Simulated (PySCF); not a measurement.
A calculated (BP86, PySCF 2.14, jorge-DZP-DKH, scalar relativity by spin-free X2C-1e) atom or ion has these occupied shells.

```tsv
shell	electrons	orbital energy (eV)	rms radius, mean of both spins (bohr)
1s α	1	-3171.1	0.0992
1s β	1	-3170.4	0.0992
2s α	1	-345.29	0.450
2s β	1	-344.60	0.450
2p α	3	-278.59	0.419
2p β	3	-277.64	0.419
3s α	1	-67.319	1.39
3s β	1	-62.841	1.39
3p α	3	-51.615	1.49
```

Question: Name the element and its charge.

Answer: Ar(3+) (argon, charge +3), in [Ne] 3s2 3p3, high-spin 4S determinant.
